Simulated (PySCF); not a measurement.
SiHCl3, SMILES Cl[SiH](Cl)Cl. Geometry optimised at PBE-D3(BJ)/def2-SVP. The isomer is the one that the SMILES or the coordinates give; other isomers of the formula were not compared.

Calculation: PBE-D3(BJ)/def2-SVP (PySCF).

Harmonic wavenumbers (cm⁻¹): 164, 164, 237, 481, 590, 590, 777, 777, 2239. Rotational constants (GHz): 2.350, 2.350, 1.262; symmetry number 3.

Question: Work out the zero-point energy and the ideal-gas rigid-rotor harmonic-oscillator thermochemistry at 298.15 K and 1 atm.

Answer: ZPE = ½ Σ hcν = ½ × 6019 cm⁻¹ = 36.00 kJ/mol. H − E(el) = 52.44 kJ/mol. Entropy in J/(mol K): translation 169.96, rotation 108.96, vibration 37.34, total 316.26. G − E(el) = -41.85 kJ/mol. Cp = 76.51 J/(mol K).
